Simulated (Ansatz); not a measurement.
Born–Oppenheimer molecular dynamics of BCl$_{2}$H$_{4}$N (8 atoms, charge 0, multiplicity 1). It starts at the highest image of a converged band. Of that band: Neighbouring images differ by up to 1.5 eV, so the band resolves the path poorly. A vibrational analysis at the climbing image gives one clearly imaginary mode, 1852i cm⁻¹: a first-order saddle point.

All numbers below come from RHF/def2-SVP (Ansatz 0.2.0).

| Item | Value |
| --- | --- |
| ensemble | NVE (velocity Verlet) |
| time step | 0.5 fs |
| steps asked | 200 |
| starting velocities drawn for | 300 K |
| seed | 7438 |

Frames 2.5 fs apart, positions in Å, forces in eV/Å.

Velocities at 15 fs (Å/ps):

```
B -4.96 13.42 -17.35
N 0.51 -4.03 2.08
H 3.52 8.59 -8.97
H -1.18 4.28 11.46
Cl 0.76 -1.21 0.18
Cl -0.19 -1.72 0.12
H 13.87 -36.61 -24.10
H 9.56 39.07 168.09
```

```xyz
8
Properties=species:S:1:pos:R:3:forces:R:3 time_fs=15 energy_less_start_eV=-1.769 T=2573
B -0.115 0.366 0.184 0.31 0.09 -0.45
N -0.071 0.115 1.785 1.27 4.88 -0.50
H -0.906 -0.227 2.118 -1.75 -2.17 1.11
H 0.810 -0.231 2.118 -0.27 -0.66 0.39
Cl 1.512 0.010 -0.557 0.61 -0.79 0.00
Cl -1.574 -0.415 -0.551 -0.47 -0.76 -0.04
H -0.216 1.500 0.111 -0.48 1.79 -0.13
H -0.162 1.139 2.085 0.78 -2.37 -0.38
8
Properties=species:S:1:pos:R:3:forces:R:3 time_fs=17.5 energy_less_start_eV=-1.176 T=1819
B -0.126 0.397 0.140 0.80 -1.03 0.60
N -0.068 0.118 1.792 -0.76 5.60 3.24
H -0.942 -0.268 2.124 0.62 -1.10 -0.03
H 0.799 -0.246 2.155 -0.36 -1.06 -0.14
Cl 1.515 0.006 -0.557 0.58 -0.83 -0.04
Cl -1.575 -0.420 -0.550 -0.53 -0.77 -0.05
H -0.200 1.492 0.046 -0.68 3.15 -0.09
H -0.117 1.133 2.458 0.34 -3.95 -3.50
8
Properties=species:S:1:pos:R:3:forces:R:3 time_fs=20 energy_less_start_eV=-1.552 T=2298
B -0.133 0.426 0.100 0.67 2.53 0.56
N -0.067 0.143 1.811 -1.63 0.99 4.86
H -0.950 -0.375 2.131 2.26 0.55 -1.03
H 0.766 -0.321 2.182 -0.53 -0.80 -1.08
Cl 1.518 0.001 -0.556 0.30 -0.71 0.02
Cl -1.577 -0.427 -0.550 -0.38 -0.68 0.02
H -0.221 1.642 -0.022 -0.34 -0.60 0.33
H -0.053 0.908 2.633 -0.36 -1.29 -3.68
8
Properties=species:S:1:pos:R:3:forces:R:3 time_fs=22.5 energy_less_start_eV=-1.182 T=1829
B -0.136 0.467 0.062 0.38 3.68 0.31
N -0.072 0.172 1.848 0.16 -6.35 -3.28
H -0.841 -0.458 2.083 -0.10 0.36 -0.67
H 0.704 -0.442 2.145 -0.08 -0.04 -1.67
Cl 1.522 -0.005 -0.556 -0.08 -0.46 0.13
Cl -1.579 -0.434 -0.550 -0.04 -0.43 0.17
H -0.263 1.769 -0.072 0.01 -2.26 0.50
H -0.007 0.632 2.635 -0.25 5.49 4.51
8
Properties=species:S:1:pos:R:3:forces:R:3 time_fs=25 energy_less_start_eV=-1.386 T=2079
B -0.137 0.527 0.026 0.10 2.23 0.22
N -0.076 0.178 1.878 2.41 -2.49 0.77
H -0.743 -0.525 1.998 -2.76 -0.33 0.16
H 0.639 -0.561 2.016 0.64 1.34 -0.93
Cl 1.526 -0.012 -0.555 -0.41 -0.13 0.19
Cl -1.581 -0.442 -0.549 0.34 -0.10 0.29
H -0.306 1.772 -0.093 0.18 -1.54 0.38
H 0.021 0.604 2.804 -0.51 1.03 -1.07
8
Properties=species:S:1:pos:R:3:forces:R:3 time_fs=27.5 energy_less_start_eV=-0.911 T=1477
B -0.137 0.598 -0.008 0.32 -2.31 0.45
N -0.072 0.172 1.908 0.08 -2.41 2.22
H -0.782 -0.591 1.921 -0.71 2.07 0.65
H 0.610 -0.605 1.834 0.96 1.81 0.51
Cl 1.529 -0.019 -0.554 -0.74 0.27 0.23
Cl -1.583 -0.451 -0.548 0.69 0.28 0.32
H -0.339 1.698 -0.093 -0.16 2.10 0.01
H 0.022 0.660 2.947 -0.43 -1.80 -4.40
8
Properties=species:S:1:pos:R:3:forces:R:3 time_fs=30 energy_less_start_eV=-1.176 T=1809
B -0.135 0.658 -0.040 0.21 -3.73 0.32
N -0.067 0.155 1.945 -1.81 -3.14 -2.38
H -0.867 -0.546 1.881 0.92 2.26 0.98
H 0.635 -0.546 1.680 0.62 1.23 1.49
Cl 1.531 -0.026 -0.553 -1.03 0.66 0.24
Cl -1.584 -0.458 -0.547 0.99 0.68 0.34
H -0.382 1.736 -0.091 -0.17 2.64 -0.05
H 0.000 0.625 2.854 0.28 -0.60 -0.93
8
Properties=species:S:1:pos:R:3:forces:R:3 time_fs=32.5 energy_less_start_eV=-0.956 T=1534
B -0.133 0.699 -0.070 -0.87 -0.53 -0.02
N -0.068 0.124 1.971 -0.67 -2.85 -8.00
H -0.913 -0.382 1.895 -0.60 -0.62 0.37
H 0.697 -0.417 1.610 0.21 -0.18 1.38
Cl 1.531 -0.032 -0.551 -1.19 0.96 0.21
Cl -1.583 -0.465 -0.545 1.24 1.08 0.35
H -0.429 1.906 -0.091 0.77 -1.32 0.04
H -0.002 0.583 2.748 1.11 3.46 5.68
8
Properties=species:S:1:pos:R:3:forces:R:3 time_fs=35 energy_less_start_eV=-0.608 T=1084
B -0.135 0.736 -0.100 -1.07 -0.01 0.03
N -0.073 0.086 1.970 0.87 4.78 2.00
H -0.991 -0.245 1.932 -0.66 -1.73 -0.18
H 0.772 -0.300 1.618 -0.16 -1.47 0.58
Cl 1.529 -0.036 -0.549 -1.27 1.18 0.13
Cl -1.580 -0.470 -0.542 1.34 1.42 0.29
H -0.435 2.014 -0.090 0.96 -2.56 -0.05
H 0.048 0.679 2.868 -0.02 -1.60 -2.80
8
Properties=species:S:1:pos:R:3:forces:R:3 time_fs=37.5 energy_less_start_eV=-0.286 T=672
B -0.143 0.772 -0.130 -0.45 -1.93 0.17
N -0.074 0.064 1.974 -0.75 4.81 2.88
H -1.088 -0.204 1.961 2.70 -0.99 -0.23
H 0.832 -0.263 1.665 -1.32 -1.59 0.28
Cl 1.525 -0.038 -0.547 -1.32 1.32 0.04
Cl -1.574 -0.472 -0.539 1.31 1.66 0.17
H -0.386 1.980 -0.092 0.49 -1.21 -0.11
H 0.100 0.706 2.866 -0.66 -2.07 -3.22
8
Properties=species:S:1:pos:R:3:forces:R:3 time_fs=40 energy_less_start_eV=-0.470 T=903
B -0.153 0.796 -0.159 0.56 -6.10 0.07
N -0.078 0.062 1.988 -0.21 0.37 -3.22
H -1.048 -0.226 1.977 1.24 -1.24 -0.08
H 0.820 -0.322 1.728 -1.43 -1.59 -0.10
Cl 1.518 -0.038 -0.544 -1.35 1.36 -0.03
Cl -1.567 -0.472 -0.535 1.23 1.84 0.09
H -0.310 1.888 -0.099 -0.36 2.59 0.05
H 0.119 0.633 2.705 0.30 2.76 3.23
8
Properties=species:S:1:pos:R:3:forces:R:3 time_fs=42.5 energy_less_start_eV=-1.026 T=1614
B -0.161 0.789 -0.188 0.67 -4.70 0.38
N -0.082 0.064 1.991 2.66 1.94 -2.27
H -0.951 -0.326 1.990 -2.27 -1.63 0.56
H 0.729 -0.473 1.787 -0.29 -1.00 0.03
Cl 1.510 -0.036 -0.542 -1.22 1.20 -0.13
Cl -1.557 -0.468 -0.532 1.03 1.79 -0.03
H -0.251 1.922 -0.104 -0.37 1.30 -0.03
H 0.151 0.694 2.692 -0.22 1.10 1.50
```

Of the whole run (100 fs, mean temperature of the second half 1449 K): The conserved energy stayed within 1.3 meV per atom of its start (net change -0.43 meV per atom), so the integration is sound. The kinetic energy rose, since the run started high on the potential surface and went downhill. A run of 0.1 ps of so small a system gives no equilibrium averages. The orbitals stay closed-shell, which can raise the energy where a bond breaks towards radicals; this wasn't checked here.

The run took 3.8 min on 1 thread of Arm Neoverse V2 (shared host), peak memory 0.15 GiB.
